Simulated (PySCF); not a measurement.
Compound: C₆H₁₃S (doublet state).
Geometry (PBE0-D3(BJ)/def2-SVP, Å), atoms numbered from 1 in this order:
```
atom  x, y, z in Å
C1     2.906    0.571    0.429
C2     2.542   -0.504   -0.507
S3     1.002   -0.149   -1.459
C4    -0.240    0.013   -0.127
C5    -0.450   -1.293    0.620
C6    -1.509    0.548   -0.791
C7    -2.632    0.869    0.184
H8     3.278    1.524    0.045
H9     2.633    0.516    1.486
H10    3.288   -0.618   -1.311
H11    2.441   -1.481   -0.011
H12    0.135    0.782    0.570
H13   -0.838   -2.069   -0.058
H14    0.488   -1.667    1.058
H15   -1.164   -1.166    1.449
H16   -1.241    1.456   -1.357
H17   -1.857   -0.186   -1.539
H18   -2.301    1.586    0.953
H19   -3.003   -0.029    0.701
H20   -3.487    1.320   -0.342
```

The hyperfine couplings belong to this conformer and change with its torsions.

As a line formula: `[CH2]CS[C@H](C)CC` [radical].

The calculation used UKS B3LYP, IGLO-III on C S, pcH-1 on H, non-relativistic, mean-field spin-orbit, GIAO in PySCF 2.14.0. The structure is a single PBE0-D3(BJ)/def2-SVP conformer in the gas phase; no vibrational or solvent corrections. Stability of the SCF solution: not tested.

Mulliken spin populations: C1 +1.041, C2 -0.093, S3 +0.112, C4 -0.008, C5 -0.003, C6 +0.006, C7 +0.001, H8 -0.045, H9 -0.049, H10 +0.024, H11 +0.005, H12 +0.008, H13 0.000, H14 0.000, H15 0.000, H16 -0.001, H17 +0.001, H18 0.000, H19 0.000, H20 0.000.

Q: What dipolar couplings does the calculation give for H10, H11, H12, H13, H14, H15, H16, H17, H18, H19, H20?

A: 
```tsv
atom	position	distance from C1 (Å)	T1 (MHz)	T2	T3
H10	β, 2 bonds from C1	2.14	-4.71	-3.95	8.66
H11	β, 2 bonds from C1	2.15	-4.86	-3.76	8.62
H12	4 bonds from C1	2.78	-4.56	-2.58	7.14
H13	5 bonds from C1	4.61	-1.04	-0.56	1.61
H14	5 bonds from C1	3.35	-1.88	-1.39	3.27
H15	5 bonds from C1	4.54	-0.88	-0.69	1.57
H16	5 bonds from C1	4.60	-1.14	-0.66	1.79
H17	5 bonds from C1	5.21	-1.12	-0.56	1.68
H18	6 bonds from C1	5.33	-0.63	-0.42	1.05
H19	6 bonds from C1	5.95	-0.42	-0.39	0.80
H20	6 bonds from C1	6.48	-0.39	-0.32	0.71
```

Q: Estimate them with point dipoles: put each population ρk at its nucleus, leave out the nucleus itself and the atom bound to it, and sum T = Σ [ρk/(2S)]·C·(3 n nᵀ − 1)/r³ with C = μ0 gₑ μB g_N μN/(4π h) = 79.06 MHz Å³.

A: 
```json
{"atom": "H10", "T1 (MHz)": "-8.75", "T2": "-6.84", "T3": "15.59", "T3, computed": "8.66", "difference in T3 (%)": "+80"}
{"atom": "H11", "T1 (MHz)": "-8.29", "T2": "-7.11", "T3": "15.40", "T3, computed": "8.62", "difference in T3 (%)": "+79"}
{"atom": "H12", "T1 (MHz)": "-4.07", "T2": "-2.57", "T3": "6.65", "T3, computed": "7.14", "difference in T3 (%)": "-7"}
{"atom": "H13", "T1 (MHz)": "-0.99", "T2": "-0.72", "T3": "1.70", "T3, computed": "1.61", "difference in T3 (%)": "+6"}
{"atom": "H14", "T1 (MHz)": "-2.11", "T2": "-1.65", "T3": "3.76", "T3, computed": "3.27", "difference in T3 (%)": "+15"}
{"atom": "H15", "T1 (MHz)": "-0.86", "T2": "-0.76", "T3": "1.62", "T3, computed": "1.57", "difference in T3 (%)": "+3"}
{"atom": "H16", "T1 (MHz)": "-1.15", "T2": "-0.82", "T3": "1.96", "T3, computed": "1.79", "difference in T3 (%)": "+9"}
{"atom": "H17", "T1 (MHz)": "-0.84", "T2": "-0.70", "T3": "1.55", "T3, computed": "1.68", "difference in T3 (%)": "-8"}
{"atom": "H18", "T1 (MHz)": "-0.62", "T2": "-0.47", "T3": "1.09", "T3, computed": "1.05", "difference in T3 (%)": "+4"}
{"atom": "H19", "T1 (MHz)": "-0.46", "T2": "-0.36", "T3": "0.82", "T3, computed": "0.80", "difference in T3 (%)": "+2"}
{"atom": "H20", "T1 (MHz)": "-0.38", "T2": "-0.33", "T3": "0.71", "T3, computed": "0.71", "difference in T3 (%)": "0"}
```

In T3 the estimate is closest for H20 (0 %, 6.48 Å from C1) and worst for H10 (+80 %, 2.14 Å).

Q: If all the spin sat on C1, T∥ = 2C/r³. What distance does the computed T3 of H12 then imply?

A: r = (2 × 79.06/7.14)^(1/3) = 2.81 Å, against 2.78 Å in the structure.

Hardware: an x86-64 server with one thread, on a shared host. Cost: 1.8 min wall (grids of density and orbitals included).
